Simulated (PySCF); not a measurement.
# Relaxation of singlet BeH₂

Level of theory: PBE/[Be def2-TZVP, H def2-TZVP], no relativity, density fitting, PySCF. A (50,194) grid was used.

A hand-made bent start, of C2v symmetry, held to at least that symmetry:

```xyz
3
charge 0 multiplicity 1, angstrom
Be    0.0000    0.0000   -0.1405
H     1.0977    0.0000    0.6281
H    -1.0977    0.0000    0.6281
```

(1) What forces act on the atoms at the start (eV/Å)?

(2) What does it relax to?

(3) How much energy is released, and in how many steps?

Answers

(1) 
| atom | Fx | Fy | Fz |
| --- | --- | --- | --- |
| Be1 | 0.00 | 0.00 | 1.99 |
| H2 | 1.07 | 0.00 | -0.99 |
| H3 | -1.07 | 0.00 | -0.99 |

(2) It ends at D∞h with Be–H 1.344 Å (×2); H–Be–H 180.0°. A frequency run shows a minimum.

(3) 104.1 kJ/mol in 7 steps.

The relaxation took 1.3 s on 2 threads of a shared Arm Neoverse V1 host, with 31 basis functions and 8 gradients; the process peaked at 0.28 GiB.
